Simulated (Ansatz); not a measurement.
Computed with Ansatz on PBE0-D4/def2-TZVP structures; ΔE is electronic, products minus reactants. CBS: MP2 limit from def2 TZ/QZ plus the TZ coupled-cluster correction, frozen cores. This one scheme is used for every species. Functionals use def2-TZVPP. HSE06 is defined as in plane-wave codes. One conformer a species, not always the lowest.

Consider the formal hydrolysis of the Si–B bond: `B[SiH2][SiH](N)F` + H₂O → `N[SiH](F)[SiH2]O` + BH₃.

`B[SiH2][SiH](N)F`:

Cartesian coordinates in Å:
```
B -0.640 -0.024 -1.993
Si -1.169 -0.849 -0.266
Si 0.709 -0.327 1.059
N 0.881 1.362 1.108
F 1.960 -1.097 0.399
H -0.754 1.157 -2.155
H -0.095 -0.653 -2.850
H -2.347 -0.217 0.390
H -1.342 -2.327 -0.286
H 0.657 -0.803 2.464
H 1.421 1.828 1.819
H 0.719 1.950 0.309
```

H₂O:

Cartesian coordinates in Å:
```
O 0.319 -0.023 0.221
H -0.033 0.755 -0.216
H -0.287 -0.732 -0.005
```

`N[SiH](F)[SiH2]O`:

Cartesian coordinates in Å:
```
N -0.798 -0.950 -1.270
Si 0.720 -0.561 -0.587
F 1.806 -0.028 -1.651
Si 0.313 1.107 1.010
O -0.798 0.537 2.097
H -1.396 -0.234 -1.652
H -0.947 -1.831 -1.735
H 1.260 -1.836 -0.052
H 1.517 1.481 1.792
H -0.185 2.331 0.313
H -1.493 -0.016 1.735
```

BH₃:

Z-matrix (Å, degrees):
```
B
H 1 1.193
H 1 1.193 2 120.0
H 1 1.193 2 120.0 3 180.0
```

(1) Is it downhill or uphill in electronic energy at CCSD(T)/CBS, and by how much? (An estimate is asked.)

(2) What do these levels give: PBE-D4, revPBE-D4, BHLYP-D4, PBE-QIDH, r2SCAN0, HSE06? (An estimate is asked.)

Largest T1 diagnostic among the species: 0.014.

Answers

(1) Ansatz gave: Downhill: ΔE = -80.9 kJ/mol.

(2) Ansatz gave: PBE-D4 -60.3, revPBE-D4 -61.0, BHLYP-D4 -94.1, PBE-QIDH -80.8, r2SCAN0 -80.1, HSE06 -69.7 kJ/mol.

In def2-TZVPP, CCSD(T) changes the Hartree–Fock value by +30.1 kJ/mol (the triples alone add +3.7 kJ/mol) and MP2 by +22.4 kJ/mol. The D4 term adds +3.5 kJ/mol with B3LYP and +2.0 kJ/mol with PBE0; it sums over pairs of atoms, weighted by their polarisabilities, and B3LYP, whose exchange is more repulsive, gets the larger term.

B3LYP here is the variant with VWN-RPA as its local correlation; programs differ in this.
